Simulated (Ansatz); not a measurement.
Program: Ansatz 0.2.0.

CH$_{4}$F$_{2}$Ge, SMILES `[CH3][GeH]([F])[F]` at its PBE0-D4/def2-TZVP geometry, where that method's forces vanish. Total charge 0; spin multiplicity 1.

```tsv
atom	x (Å)	y (Å)	z (Å)
C1	0.686	0.337	0.733
Ge2	-0.515	-0.195	-0.670
F3	-2.137	-0.067	-0.081
F4	-0.300	-1.887	-0.964
H5	1.719	0.198	0.414
H6	0.526	1.386	0.986
H7	0.496	-0.278	1.613
H8	-0.475	0.506	-2.031
```

(1) For each bond, give half the difference of the two atoms' forces along it (eV/Å; positive pushes the atoms apart) under PBE-D4, r2SCAN-D4, B3LYP-D4, ωB97M-V in def2-TZVPP. (Estimate.)

Results:

(1) The calculation gave: 
```json
{"bond": "C1–Ge2", "length (Å)": "1.922", "PBE-D4": "-0.08", "r2SCAN-D4": "0.01", "B3LYP-D4": "0.12", "ωB97M-V": "-0.01"}
{"bond": "C1–H5", "length (Å)": "1.090", "PBE-D4": "0.09", "r2SCAN-D4": "-0.02", "B3LYP-D4": "-0.07", "ωB97M-V": "-0.05"}
{"bond": "C1–H6", "length (Å)": "1.090", "PBE-D4": "0.09", "r2SCAN-D4": "-0.02", "B3LYP-D4": "-0.07", "ωB97M-V": "-0.05"}
{"bond": "C1–H7", "length (Å)": "1.090", "PBE-D4": "0.09", "r2SCAN-D4": "-0.02", "B3LYP-D4": "-0.07", "ωB97M-V": "-0.05"}
{"bond": "Ge2–F3", "length (Å)": "1.731", "PBE-D4": "0.52", "r2SCAN-D4": "0.04", "B3LYP-D4": "0.26", "ωB97M-V": "0.11"}
{"bond": "Ge2–F4", "length (Å)": "1.731", "PBE-D4": "0.52", "r2SCAN-D4": "0.04", "B3LYP-D4": "0.26", "ωB97M-V": "0.11"}
{"bond": "Ge2–H8", "length (Å)": "1.531", "PBE-D4": "-0.05", "r2SCAN-D4": "-0.06", "B3LYP-D4": "-0.13", "ωB97M-V": "-0.16"}
```

B3LYP here is the variant with VWN-RPA as its local correlation; programs differ in this.
